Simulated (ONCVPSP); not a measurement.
**Pseudopotential generation for terbium (Tb): ONCV, PBE, scalar-relativistic.**

```json
{
 "Element": "terbium",
 "Generator": "ONCVPSP 4.0.1",
 "Type": "optimised norm-conserving Vanderbilt (ONCV)",
 "Functional": "PBE",
 "Relativity": "scalar-relativistic",
 "Frozen core": "[Kr] 4d10",
 "Valence charge": "19",
 "Reference configuration": "4f9 5s2 5p6 6s1.5 6p0.5",
 "Partial waves": "5s+6s: rc 2.15 bohr, ncon 5, nbas 9, qcut 6.2 1/bohr, 2 projectors; 5p+6p: rc 2.25 bohr, ncon 4, nbas 8, qcut 5.7 1/bohr, 3 projectors, debl 0.6 Ha; d scattering state at 0.24 Ha: rc 2.40 bohr, ncon 3, nbas 6, qcut 4.1 1/bohr, 2 projectors, debl 1.5 Ha; 4f: rc 0.75 bohr, ncon 3, nbas 8, qcut 22.5 1/bohr, 3 projectors, debl 1.3 Ha",
 "Local potential": "polynomial inside 0.55 bohr (lpopt 1, dvloc0 -1 Ha)",
 "Core correction": "none"
}
```

(1) Is a potential produced?

Results:

(1) No. ONCVPSP 4.0.1 stopped with "sratom123: lschfb convergence ERROR n,l,iter= 4 3 4": the all-electron bound-state solver failed for one shell.
